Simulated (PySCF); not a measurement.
## Polarisability and C₆ of Ag⁻ (silver, charge -1)

[Kr] 4d10 5s2, closed-shell 1S. Calculation: PySCF 2.14, in x2c-QZVPPall with one added diffuse shell each of s, p, d, f, g type (14s9p8d5f3g, 143 functions); scalar relativity by spin-free X2C-1e. Coupled (time-dependent) response in atomic units; α is the mean over directions.

| method | mean α (bohr³) | C₆ (like pair) | S(−4) |
| --- | --- | --- | --- |
| UHF | 435.7 | 8162 | 187600 |

S(−4) is the Cauchy moment in α(ω) = α(0) + S(−4) ω² + …

α(iu) at UHF:

```csv
u (hartree),α(iu) (bohr³)
0,435.7
0.0500,235.9
0.100,119.1
0.200,47.67
0.300,27.14
0.500,13.86
0.750,8.423
1.00,5.967
1.50,3.625
2.00,2.486
3.00,1.391
5.00,0.6162
```

A single London oscillator, α(iu) = α/(1 + u²/ω²), gives C₆ = (3/4) ω α². Matching the computed C₆ needs ω = 4 × 8162 / (3 × 435.7²) = 0.0573 hartree.

For an ion, C₆ is the dispersion term alone; charge-induced terms of lower order in 1/R come first.
